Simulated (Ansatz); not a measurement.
Input (CCSDT(Q)/cc-pV(D+d)Z; Ansatz, a program for electronic structure): A basis named .json is the Basis Set Exchange file of that set.

Ansatz 0.2 input:
```yaml
crystal:
  periodic: [false, false, false]
  atoms:
    - {symbol: Si, position_ang: [-0.13396090, -0.21193211, 0.61463806]}
    - {symbol: N, position_ang: [-1.17764845, 0.48150770, -0.56757749]}
    - {symbol: H, position_ang: [-0.93626708, 0.79379832, -1.49787194]}
    - {symbol: H, position_ang: [-2.15576510, 0.61832666, -0.36895334]}
    - {symbol: N, position_ang: [1.35588745, -0.19952568, -0.25021688]}
    - {symbol: H, position_ang: [2.19773592, -0.55192694, 0.17638322]}
    - {symbol: H, position_ang: [1.52207592, 0.13297735, -1.18993029]}
basis:
  gaussian:
    orbitals: cc-pV_D+d_Z.json
magnetization: {spin_polarized: false}
correlation: {method: ccsdt_q, electrons: outside_noble_gas}
```

Output:

```
Functional definition: HF
integrals: 0.07 GiB planned
1406 factors; integrals over basis functions are off by at most 1.9e-7 eV
mean field: 0.24 GiB planned
mean field evaluation 1: about -10886.6105 eV, gradient 3.9e1 eV
mean field evaluation 2: about -10886.6112 eV, gradient 3.9e1 eV
mean field evaluation 4: about -10889.9925 eV, gradient 2.6e0 eV
mean field evaluation 8: about -10890.0267 eV, gradient 1.2e-4 eV
mean field evaluation 16: about -10890.0252 eV, gradient 1.2e-1 eV
mean field -10890.02674683 eV, -400.2011014206 hartree, gradient 1.5e-6 eV, S^2 0.000000; 0 other end points of the search recorded, 0 dependent functions left out
7 core orbitals not correlated
reference -10890.02674683 eV, -400.2011014206 hartree; 9, 9 occupied and 55, 55 virtual orbitals, 1406 factors
second order -11.66001430 eV of doubles, -0.00000000 eV of singles
coupled cluster: 1.41 GiB planned
cycle   1  -12.15077816 eV  change   -4.9e-1 eV  update   9.9e-2
cycle   2  -12.68464692 eV  change   -5.3e-1 eV  update   4.4e-2
cycle   3  -12.96913709 eV  change   -2.8e-1 eV  update   2.5e-2
cycle   4  -12.93189495 eV  change    3.7e-2 eV  update   7.0e-3
cycle   5  -12.91985929 eV  change    1.2e-2 eV  update   3.9e-3
cycle   6  -12.92393017 eV  change   -4.1e-3 eV  update   1.3e-3
cycle   7  -12.92492135 eV  change   -9.9e-4 eV  update   5.3e-4
cycle   8  -12.92447451 eV  change    4.5e-4 eV  update   1.8e-4
cycle   9  -12.92448199 eV  change   -7.5e-6 eV  update   8.5e-5
cycle  10  -12.92459316 eV  change   -1.1e-4 eV  update   3.5e-5
cycle  11  -12.92454297 eV  change    5.0e-5 eV  update   1.5e-5
cycle  12  -12.92456385 eV  change   -2.1e-5 eV  update   6.0e-6
cycle  13  -12.92456363 eV  change    2.2e-7 eV  update   2.2e-6
perturbative correction -0.03410272 eV, -0.0012532517 hartree
Total energy: -10902.98541317 eV, -400.6773236251 hartree
```
